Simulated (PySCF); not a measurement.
```xyz
4
charge 0 multiplicity 5, angstrom
Ru   -0.0925    0.0124    0.0000
O     1.5941   -0.2144    0.0000
F    -0.4223    0.0568   -1.8354
F    -0.4223    0.0568    1.8354
```

These are results of UPBE0 in PySCF with Ru def2-TZVP with ECP28, O def2-TZVP, F def2-TZVP; scalar-relativistic core potentials, no spin–orbit coupling; density-fitted integrals, not measurements.

This geometry of RuOF₂ is a stationary point at this level.

**Question.** What is the point group?

**Answer.** C2v.

**Question.** Is it a minimum?

**Answer.** Yes: all harmonic wavenumbers are real.

**Question.** Which band is strongest in the infrared?

**Answer.** 682 cm⁻¹ (b2), 249 km/mol.

**Question.** Give the atomic charges and bond orders.

**Answer.** 
| atom | Mulliken | Löwdin | polar tensor | spin (Mulliken) | Mayer order to Ru1 |
| --- | --- | --- | --- | --- | --- |
| Ru1 | 1.38 | 0.83 | 1.74 | 2.89 | – |
| O2 | -0.41 | -0.21 | -0.40 | 0.82 | 1.81 |
| F3,4 | -0.48 | -0.31 | -0.67 | 0.14 | 0.76 |

**Question.** What is the atomisation energy, with and without zero-point energy?

**Answer.** 1226 kJ/mol without, 1210 kJ/mol with.

Other isomers or separated fragments may lie lower. Other spin states or occupations of the open shell can lie lower. At this level a triplet minimum of C2v symmetry lies 52 kJ/mol below this structure.
